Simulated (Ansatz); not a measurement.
Cost and result for the atomization energy of BGeH5S (`B[S][GeH3]`) (8 atoms, 7 bonds).

```xyz
8

B     0.213   -1.047   -1.391
S    -1.162   -0.669   -0.344
Ge   -0.228    0.790    1.077
H     1.287   -0.551   -1.225
H     0.013   -1.825   -2.273
H     0.921    0.094    1.816
H    -1.330    1.213    2.057
H     0.286    1.996    0.281
```

The species carries charge 0 and has multiplicity 1. Correlated methods include outer-core shells of Ge, which these sets cover unevenly. Scalar relativity is left out up to krypton. The structure was optimised at the PBE0-D4/def2-TZVP level. Program: Ansatz. All runs use 2 threads of an Arm Neoverse V1 on a shared host. Times are those of one run each, without the atoms' runs, and a repeat can differ threefold. Electronic energies, without spin–orbit coupling; frozen cores. CCSD(T)/CBS adds CCSD(T) − MP2 in def2-TZVPP to the MP2 limit, and its time is that of the two runs behind it. T1 = 0.014. With those shells the extrapolation isn't a true limit. B3LYP takes the VWN-RPA correlation (the form of Gaussian; ORCA's B3LYP/G). HSE06 is the plane-wave form, built on full-range PBE exchange.

CCSD(T)/CBS is a level of theory with its own doubt, some kJ/mol a heavy atom from the limit and from the frozen cores, so smaller differences don't rank the functionals.

```json
{"level": "LDA (SPW92)/def2-TZVPP", "functions": "191", "wall time": "1.4 s", "atomization (kcal/mol)": "639.3", "difference from CCSD(T)/CBS": "70.1", "per bond": "10.0"}
{"level": "PBE-D4/def2-TZVPP (with forces)", "functions": "191", "wall time": "2.8 s", "atomization (kcal/mol)": "569.9", "difference from CCSD(T)/CBS": "0.7", "per bond": "0.1"}
{"level": "BHLYP-D4/def2-TZVPP", "functions": "191", "wall time": "3.7 s", "atomization (kcal/mol)": "561.2", "difference from CCSD(T)/CBS": "-8.0", "per bond": "-1.2"}
{"level": "CCSD(T)/def2-SVP", "functions": "89", "wall time": "3.8 s", "atomization (kcal/mol)": "536.8", "difference from CCSD(T)/CBS": "-32.4", "per bond": "-4.6"}
{"level": "HSE06-D4/def2-TZVPP", "functions": "191", "wall time": "3.9 s", "atomization (kcal/mol)": "567.0", "difference from CCSD(T)/CBS": "-2.2", "per bond": "-0.3"}
{"level": "B3LYP-D4/def2-TZVPP (with forces)", "functions": "191", "wall time": "5.5 s", "atomization (kcal/mol)": "568.5", "difference from CCSD(T)/CBS": "-0.7", "per bond": "-0.1"}
{"level": "r2SCAN-D4/def2-TZVPP (with forces)", "functions": "191", "wall time": "6 s", "atomization (kcal/mol)": "574.1", "difference from CCSD(T)/CBS": "4.9", "per bond": "0.7"}
{"level": "B2PLYP/def2-TZVPP", "functions": "191", "wall time": "6.5 s", "atomization (kcal/mol)": "562.4", "difference from CCSD(T)/CBS": "-6.8", "per bond": "-1.0"}
{"level": "ωB97X-V/def2-TZVPP", "functions": "191", "wall time": "10 s", "atomization (kcal/mol)": "574.0", "difference from CCSD(T)/CBS": "4.8", "per bond": "0.7"}
{"level": "ωB97M-V/def2-TZVPP (with forces)", "functions": "191", "wall time": "15 s", "atomization (kcal/mol)": "570.1", "difference from CCSD(T)/CBS": "0.9", "per bond": "0.1"}
{"level": "MP2/def2-QZVPP", "functions": "366", "wall time": "21 s", "atomization (kcal/mol)": "564.2", "difference from CCSD(T)/CBS": "-5.0", "per bond": "-0.7"}
{"level": "CCSD(T)/def2-TZVPP", "functions": "191", "wall time": "71 s", "atomization (kcal/mol)": "558.5", "difference from CCSD(T)/CBS": "-10.7", "per bond": "-1.5"}
{"level": "CCSD(T)/CBS(def2)", "functions": "–", "wall time": "92 s", "atomization (kcal/mol)": "569.2", "difference from CCSD(T)/CBS": "0.0", "per bond": "0.0"}
```

From r2SCAN to r2SCAN0 (25 % exact exchange), in def2-TZVPP and without D4, the atomization energy moves by −5.5 kcal/mol: exact exchange takes away binding that semilocal exchange gives to molecules. Leaving LDA and LC-ωPBE aside and taking each functional with its dispersion term where it has one, the values, not all of them listed here, spread over 20.5 kcal/mol, from revPBE-D4 to B97M-V. LDA lies +73.1 kcal/mol from PBE without D4, its usual overbinding. In def2-TZVPP, CCSD(T) changes the Hartree–Fock value by +126.9 kcal/mol (the triples alone add +7.0 kcal/mol) and MP2 by +126.4 kcal/mol; breaking electron pairs costs correlation energy, which Hartree–Fock lacks.
